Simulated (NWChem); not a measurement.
Species: C$_{3}$H$_{5}$B; SMILES C#CBC

```xyz
9

B     -0.6016     0.5627    -0.0082
C     -0.1472    -0.8884    -0.0018
C      0.2175    -2.0530     0.0012
H      0.5358    -3.0805     0.0038
H     -1.7955     0.7726     0.0144
C      0.3883     1.7707    -0.0127
H      0.2681     2.2959     0.9543
H      0.0917     2.5137    -0.7722
H      1.4483     1.5129    -0.1381
```
Atoms are numbered in this order, from 1.

Geometry: optimised at PBE0/def2-SVP.

Q: Give the principal values of the shielding tensors (ppm) of B1, C2, C3, C6 from BHandHLYP/pcSseg-1, GIAO (NWChem), with their diamagnetic and paramagnetic parts as GIAO splits them.

A: 
| atom | σ11 | σ22 | σ33 | isotropic | diamagnetic | paramagnetic |
|---|---|---|---|---|---|---|
| B1 | -43.6 | 16.2 | 127.7 | 33.4 | 192.3 | -158.9 |
| C2 | -27.2 | -13.6 | 312.8 | 90.7 | 255.5 | -164.9 |
| C3 | -1.0 | 23.6 | 128.0 | 50.2 | 262.3 | -212.2 |
| C6 | 137.3 | 181.3 | 187.1 | 168.6 | 252.0 | -83.4 |
